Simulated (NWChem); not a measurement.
# TaNH$_{2}$OCl$_{2}$; SMILES [Cl][Ta]([Cl])([OH])=[NH]

```xyz
7

Ta    -0.1861    -0.0264     0.0000
N     -0.9833    -1.5870     0.0000
H     -1.4299    -2.4966     0.0000
Cl     1.0776     0.1142     1.9405
Cl     1.0776     0.1142    -1.9405
O     -1.5307     1.2974     0.0000
H     -2.4923     1.2666     0.0000
```
Atoms are numbered in this order, from 1.

All runs: NWChem. Geometry: optimised at PBE0/def2-SVP. Not confirmed as a minimum by frequencies. def2 effective core potentials on Ta; no spin-orbit coupling. Level M06-2X/def2-SVP: energy and gradient on several grids; changes count from the extra-fine grid, which is no exact limit either.

Question: Which is the coarsest grid (xfine; coarse; fine; xcoarse; medium) from which on the energy stays within 100 μHa and each gradient component within 200 μHa/bohr of xfine?

Answer: medium.
```tsv
grid	size of the energy change (μHa)	largest change of a gradient component (μHa/bohr)
xcoarse	5000	8000
coarse	100	400
medium	20	90
fine	< 10	90
xfine	< 10	< 30
```
